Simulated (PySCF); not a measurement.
trimethyl amine (C3H9N), singlet, geometry from GFN2-xTB; PySCF with PBE/3-21G.

Input for PySCF:
```python
from pyscf import gto, scf, dft

mol = gto.M(
    atom='''
N    -0.002618    0.000139    0.374017
C    -0.001522    1.379708   -0.063000
C     1.196270   -0.688189   -0.053850
C    -1.193436   -0.691589   -0.070576
H     0.006020    1.479589   -1.160829
H     0.879371    1.880142    0.336681
H    -0.889343    1.877626    0.324302
H     1.290874   -0.738616   -1.151014
H     1.184940   -1.703467    0.340147
H     2.067122   -0.170420    0.345754
H    -1.272530   -0.742262   -1.168955
H    -2.071266   -0.176308    0.316790
H    -1.184734   -1.706838    0.323562
''',
    basis='3-21g',
    charge=0,
    spin=0,
    verbose=4,
)

mf = dft.RKS(mol)
mf.xc = 'pbe'
mf.kernel()
```

Problem. Predict the main parts of the log of this PySCF run.

Solution. 
```
PySCF version 2.14.0

[INPUT] verbose = 4
[INPUT] num. atoms = 13
[INPUT] num. electrons = 34
[INPUT] charge = 0
[INPUT] spin (= nelec alpha-beta = 2S) = 0
[INPUT] symmetry False subgroup None
[INPUT] Mole.unit = angstrom
[INPUT] Symbol           X                Y                Z      unit          X                Y                Z       unit  Magmom
[INPUT]  1 N     -0.002618000000   0.000139000000   0.374017000000 AA   -0.004947302994   0.000262671931   0.706789695931 Bohr   0.0
[INPUT]  2 C     -0.001522000000   1.379708000000  -0.063000000000 AA   -0.002876163162   2.607270251871  -0.119052745848 Bohr   0.0
[INPUT]  3 C      1.196270000000  -0.688189000000  -0.053850000000 AA    2.260622671033  -1.300488731938  -0.101761751808 Bohr   0.0
[INPUT]  4 C     -1.193436000000  -0.691589000000  -0.070576000000 AA   -2.255267187196  -1.306913800762  -0.133369310967 Bohr   0.0
[INPUT]  5 H      0.006020000000   1.479589000000  -1.160829000000 AA    0.011376151270   2.796017986919  -2.193648887453 Bohr   0.0
[INPUT]  6 H      0.879371000000   1.880142000000   0.336681000000 AA    1.661770351885   3.552953455292   0.636234881345 Bohr   0.0
[INPUT]  7 H     -0.889343000000   1.877626000000   0.324302000000 AA   -1.680614700799   3.548198904363   0.612841961649 Bohr   0.0
[INPUT]  8 H      1.290874000000  -0.738616000000  -1.151014000000 AA    2.439398321322  -1.395781951222  -2.175101225540 Bohr   0.0
[INPUT]  9 H      1.184940000000  -1.703467000000   0.340147000000 AA    2.239212074042  -3.219086092234   0.642784672092 Bohr   0.0
[INPUT] 10 H      2.067122000000  -0.170420000000   0.345754000000 AA    3.906294446063  -0.322047126148   0.653380366473 Bohr   0.0
[INPUT] 11 H     -1.272530000000  -0.742262000000  -1.168955000000 AA   -2.404733185293  -1.402671892672  -2.209004801941 Bohr   0.0
[INPUT] 12 H     -2.071266000000  -0.176308000000   0.316790000000 AA   -3.914125471123  -0.333173833570   0.598646339001 Bohr   0.0
[INPUT] 13 H     -1.184734000000  -1.706838000000   0.323562000000 AA   -2.238822790460  -3.225456359000   0.611443564317 Bohr   0.0

nuclear repulsion = 139.207646230168
number of shells = 38
number of NR pGTOs = 87
number of NR cGTOs = 54
basis = 3-21g
ecp = {}

******** <class 'pyscf.dft.rks.RKS'> ********
method = RKS
initial guess = minao
damping factor = 0
level_shift factor = 0
DIIS = <class 'pyscf.scf.diis.CDIIS'>
diis_start_cycle = 1
diis_space = 8
diis_damp = 0
SCF conv_tol = 1e-09
SCF conv_tol_grad = None
SCF max_cycles = 50
direct_scf = True
direct_scf_tol = 1e-13
XC library pyscf.dft.libxc version 7.1.2
    S. Lehtola, C. Steigemann, M. J. T. Oliveira, and M. A. L. Marques,  SoftwareX 7, 1–5 (2018)
XC functionals = pbe
    J. P. Perdew, K. Burke, and M. Ernzerhof,  Phys. Rev. Lett. 77, 3865 (1996)
    J. P. Perdew, K. Burke, and M. Ernzerhof,  Phys. Rev. Lett. 78, 1396 (1997)
    J. P. Perdew, K. Burke, and M. Ernzerhof,  Phys. Rev. Lett. 77, 3865 (1996)
    J. P. Perdew, K. Burke, and M. Ernzerhof,  Phys. Rev. Lett. 78, 1396 (1997)
radial grids:
    Treutler-Ahlrichs [JCP 102, 346 (1995); DOI:10.1063/1.469408] (M4) radial grids

becke partition: Becke, JCP 88, 2547 (1988); DOI:10.1063/1.454033
pruning grids: <function nwchem_prune>
grids dens level: 3
symmetrized grids: False
atomic radii adjust function: <function treutler_atomic_radii_adjust>
small_rho_cutoff = 0
Set gradient conv threshold to 3.16228e-05
Initial guess from minao.
tot grids = 144528
init E= -173.280213667692
  HOMO = -0.255675620929256  LUMO = 0.0225364923049787  gap/eV = 7.57054
cycle= 1 E= -173.228983657599  delta_E= 0.0512  |g|= 0.372  |ddm|= 3.07
  HOMO = -0.0762115573294335  LUMO = 0.111155692090426  gap/eV = 5.09852
cycle= 2 E= -173.18785974504  delta_E= 0.0411  |g|= 0.549  |ddm|= 1.45
  HOMO = -0.153567325725579  LUMO = 0.0815429506495366  gap/eV = 6.39768
cycle= 3 E= -173.270553902689  delta_E= -0.0827  |g|= 0.066  |ddm|= 0.848
  HOMO = -0.145956506014461  LUMO = 0.0800124621159308  gap/eV = 6.14893
cycle= 4 E= -173.271316287977  delta_E= -0.000762  |g|= 0.0292  |ddm|= 0.094
  HOMO = -0.14938917903645  LUMO = 0.0797509726812886  gap/eV = 6.23522
cycle= 5 E= -173.271493879856  delta_E= -0.000178  |g|= 0.00162  |ddm|= 0.0327
  HOMO = -0.14954769550736  LUMO = 0.0796206402054489  gap/eV = 6.23599
cycle= 6 E= -173.271494791168  delta_E= -9.11e-07  |g|= 0.000354  |ddm|= 0.00389
  HOMO = -0.149555239420498  LUMO = 0.0796242355372816  gap/eV = 6.23629
cycle= 7 E= -173.271494841508  delta_E= -5.03e-08  |g|= 2.25e-05  |ddm|= 0.000857
  HOMO = -0.149553745441778  LUMO = 0.0796243932572063  gap/eV = 6.23625
cycle= 8 E= -173.271494841655  delta_E= -1.47e-10  |g|= 2.1e-06  |ddm|= 3.64e-05
  HOMO = -0.149554610979169  LUMO = 0.0796239302281321  gap/eV = 6.23627
Extra cycle  E= -173.271494841654  delta_E= 1.02e-12  |g|= 3.01e-06  |ddm|= 7.63e-06
converged SCF energy = -173.271494841654
```
